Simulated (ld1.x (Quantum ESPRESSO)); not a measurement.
## chlorine: variants of one ultrasoft potential

Base potential:

```json
{"Element": "chlorine", "Generator": "ld1.x (Quantum ESPRESSO) 7.5", "Type": "ultrasoft", "Functional": "PBEsol", "Relativity": "scalar-relativistic", "Frozen core": "[Ne]", "Valence charge": "7", "Reference configuration": "3s2 3p4.75 (charge +0.25)", "Partial waves": "3s (bound): rcut 0.90, rcutus 1.10 bohr; 3s channel at -0.15 Ry: rcut 0.90, rcutus 1.10 bohr; 3p (bound): rcut 0.75, rcutus 1.00 bohr; 3p channel at 0.1 Ry: rcut 0.75, rcutus 1.00 bohr", "Local potential": "all-electron potential smoothed inside 0.95 bohr (lloc = -1)", "Core correction": "a·sin(br)/r model core inside 0.65 bohr", "Augmentation charge": "built from norm-conserving waves at rcut, not smoothed further"}
```

All-electron outer shells of the reference configuration (PBEsol, scalar-relativistic, ld1.x):

| shell | level (eV) | outermost node (bohr) | outermost maximum (bohr) |
| --- | --- | --- | --- |
| 2p | -194.40 | – | 0.30 |
| 3s | -23.31 | 0.56 | 1.27 |
| 3p | -11.11 | 0.53 | 1.43 |

Cutoffs, loose and tight: the cutoffs (Ry, on a coarse ladder) from which the occupation-weighted sum of valence levels, in a spherical-Bessel basis at the reference potential, stays within 10 and 1 mRy of its value at 400 Ry. They do not see the model core or the augmentation charge, which bear on the density cutoff. Test errors are all-electron minus pseudo excitation energies from the reference, over the configurations 3s2 3p5; 3s2 3p4; 3s2 3p3; 3s1 3p6; 3s2 3p1; 3s2 3p5.3; 3s1 3p5. A dash means not determined; rows that change the core or the reference have their own tests.

A true bound ghost makes a file unfit for plane-wave use even where its test errors are small: the radial tests pick states by their node count and pass the ghost by.

| change | outcome | cutoff, loose | cutoff, tight | bound ghosts | largest test error (meV) |
| --- | --- | --- | --- | --- | --- |
| base | generated | 55 Ry | 100 Ry | s, p | -96 |
| waves 3s (bound): rcut 0.68, rcutus 0.72 bohr; 3s channel at -0.15 Ry: rcut 0.68, rcutus 0.72 bohr | failed: run_pseudo: Errors in PS-KS equation | – | – | – | – |
| waves 3s (bound): rcut 0.78, rcutus 0.82 bohr; 3s channel at -0.15 Ry: rcut 0.78, rcutus 0.82 bohr | failed: run_pseudo: Errors in PS-KS equation | – | – | – | – |
| waves 3s (bound): rcut 0.90, rcutus 0.98 bohr; 3s channel at -0.15 Ry: rcut 0.90, rcutus 0.98 bohr | failed: run_pseudo: Errors in PS-KS equation | – | – | – | – |
| waves 3s (bound): rcut 0.90, rcutus 1.04 bohr; 3s channel at -0.15 Ry: rcut 0.90, rcutus 1.04 bohr | failed: run_pseudo: Errors in PS-KS equation | – | – | – | – |
| waves 3s (bound): rcut 0.90, rcutus 1.16 bohr; 3s channel at -0.15 Ry: rcut 0.90, rcutus 1.16 bohr | generated | 55 Ry | 90 Ry | p | -64 |
| waves 3s (bound): rcut 0.90, rcutus 1.32 bohr; 3s channel at -0.15 Ry: rcut 0.90, rcutus 1.32 bohr | generated | 55 Ry | 90 Ry | p | -85 |
| waves 3s (bound): rcut 0.90, rcutus 1.44 bohr; 3s channel at -0.15 Ry: rcut 0.90, rcutus 1.44 bohr | generated | 55 Ry | 90 Ry | p | -77 |
| waves 3s (bound): rcut 0.90, rcutus 1.56 bohr; 3s channel at -0.15 Ry: rcut 0.90, rcutus 1.56 bohr | generated | 55 Ry | 90 Ry | p | -66 |
| waves 3s (bound): rcut 0.90, rcutus 1.66 bohr; 3s channel at -0.15 Ry: rcut 0.90, rcutus 1.66 bohr | generated | 55 Ry | 90 Ry | p | -49 |

Reading the sweep of the s radius (base included, trends over the rows without a ghost): Bound ghosts are found at 1.1, 1.16, 1.32, 1.44, 1.56, 1.66 bohr. Every judged row has one, so this setting neither creates nor removes them. The generation fails at 0.72, 0.82, 0.98, 1.04 bohr.
